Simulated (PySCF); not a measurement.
**Correlation energy of Kr⁺ (krypton, charge +1)**

[Ar] 3d10 4s2 4p5, 2P determinant. Calculation: PySCF 2.14, in aug-cc-pVQZ-PP with one added diffuse shell each of s, p, d, f, g type with ECP10MDF (8s7p6d4f3g, 114 functions); a scalar-relativistic core potential. Frozen: 3s2 3p6 3d10; 7 electrons correlated.

MP2 pair energies summed by pair of shells (mhartree):

```csv
pair,energy,share (%)
4p-4p,-95.69,61.1
4s-4p,-52.13,33.3
4s-4s,-8.83,5.6
```

Total MP2 correlation energy: -156.65 mhartree.

Same-spin part -33.23 and opposite-spin part -123.43 mhartree; SCS-MP2 scales them by 1/3 and 6/5 to -159.19 mhartree.
